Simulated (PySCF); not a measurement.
**Ta: excitation energy**

Ta [Xe] 4f14 5d3 6s2 (4F) → Ta [Xe] 4f14 5d2 6s2 7s1 (4F), as a difference of total energies. All numbers are calculated (PySCF 2.14, a scalar-relativistic core potential, in aug-cc-pVDZ-PP with ECP60MDF (5s5p4d2f, 54 functions)). Correlated levels: valence: 5s2 5p6 frozen. The calculations carry no spin-orbit coupling.

```csv
method,excitation energy (cm⁻¹)
UHF,40515
LDA,47398
PBE,46530
PBE0,46126
r2SCAN,48680
r2SCANh,48362
wB97X,44625
PBEsol,46920
BLYP,45589
MP2 (valence),43153
SCS-MP2 (valence),41837
```

The promoted electron is Rydberg-like, and one or two diffuse shells describe it only roughly, which tends to raise the upper state.
